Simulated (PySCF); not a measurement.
TaBr3, SMILES [Br][Ta]([Br])[Br] (connectivity only; charge and spin as stated), neutral, multiplicity 3.

The structure is a stationary point at PBE0-D3(BJ)/def2-SVP. The spin state was assumed, not searched. The def2 effective core potentials stand for the cores of Ta; spin–orbit coupling is left out.

Calculation: PySCF 2.14.0 with TDA-PBE/def2-SVPD.

Vertical excitations. Gas-phase values at a fixed geometry.

```tsv
state	energy (eV)	λ (nm)	f	main pairs
root 1	0.29	4306	0.001	α HOMO→LUMO 99 %
root 2	1.06	1172	0.000	α HOMO→LUMO+1 100 %
root 3	1.13	1094	0.000	α HOMO−1→LUMO 68 %, α HOMO→LUMO+2 32 %
root 4	1.34	923	0.001	α HOMO→LUMO+2 68 %, α HOMO−1→LUMO 32 %
root 5	2.12	584	0.000	α HOMO−1→LUMO+1 100 %
root 6	2.34	529	0.002	α HOMO−1→LUMO+2 99 %
root 7	3.42	362	0.000	α HOMO−2→LUMO 100 %
root 8	3.47	358	0.000	α HOMO→LUMO+3 100 %
root 9	3.55	349	0.018	α HOMO→LUMO+4 97 %
root 10	3.82	325	0.005	α HOMO−3→LUMO 90 %, β HOMO−2→LUMO+1 6 %
```
Unrestricted roots are not spin-pure.
